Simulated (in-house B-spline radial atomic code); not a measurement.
Multiplet parameters of the 3d3 shell in Cr3+ ([Ar] 3d3). Method: non-relativistic Hartree-Fock, average of configuration, point nucleus. Calculated with a B-spline radial code for spherical atoms.

Slater integrals: F^2 = 87294 cm⁻¹, F^4 = 54722 cm⁻¹. Central-field spin-orbit parameter ζ(3d) = 338.3 cm⁻¹ (bare central field on non-relativistic orbitals, without two-electron terms: too large for light atoms, too small for heavy ones).

**Question.** What are Racah's B and C?

**Answer.** B = F^2/49 - 5F^4/441 = 1161 cm⁻¹, C = 35F^4/441 = 4343 cm⁻¹, C/B = 3.74.

**Question.** Where do the terms lie in LS coupling, without spin-orbit interaction?

**Answer.** In cm⁻¹ above the Hund's-rule term (some of the terms):
| term | expression | energy |
| --- | --- | --- |
| 4F | 0B + 0C | 0 |
| 4P | 15B + 0C | 17416 |
| 2G | 4B + 3C | 17673 |
| 2H | 9B + 3C | 23479 |
| 2F | 24B + 3C | 40895 |

**Question.** Is LS coupling a fair picture here?

**Answer.** Unscaled Hartree-Fock integrals overestimate measured term splittings, because correlation screens the repulsion; fits to spectra scale them down, most for low charges. Here ζ is 0.29 times B, so LS coupling is a fair start, though levels of equal J in close terms still mix.
